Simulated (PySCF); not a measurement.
## Bond length, frequency and bond energy of SrHg⁺ by level of theory

State: ²Σ⁺ (doublet), unpaired electrons σ ↑. Set-up: PySCF, scalar-relativistic core potentials, basis sets Sr def2-SVP with ECP28, Hg def2-SVP with ECP60. De refers to Sr⁺ + Hg in their ground configurations, without counterpoise correction. The functionals are run spin-unrestricted. A positive dipole points towards Hg; it is taken about the centre of mass and depends on that origin.

```
      Level  Re (Å)  ωe (cm⁻¹)  De (eV)  μ (D)
        UHF   3.796       46.2    0.174  -8.95
    UHF-MP2   3.452       65.2    0.293    n/a
UHF-SCS-MP2   3.498       61.6    0.264    n/a
        PBE   3.477       65.6    0.346  -8.78
     PBEsol   3.404       70.7    0.391  -8.56
       PW91   3.463       66.4    0.370  -8.74
     r²SCAN   3.454       67.4    0.349  -8.55
       PBE0   3.501       64.3    0.323  -8.70
  BHandHLYP   3.574       59.0    0.259  -8.86
  CAM-B3LYP   3.531       60.8    0.272  -8.76
```

The bond length runs from 3.404 Å (PBEsol) to 3.796 Å (UHF). De spans 0.17 eV (UHF, mean field) to 0.39 eV (PBEsol, GGA).

Correlated steps freeze no core orbitals. The bond is weak. Basis-set superposition, not corrected here, can be much of De in a small basis, most of all at correlated wavefunction levels. Spin–orbit coupling is left out. For an ion De counts to the pair picked by the measured ionisation energies or electron affinities, which need not be the lowest pair at this level. The state was picked by a PBE0 search and need not be the measured ground state.

The whole job (state search and all levels along the bond) took about 2.5 min on 1 thread of Oxide Virtual Turin-like (shared host), peak memory 0.8 GiB.
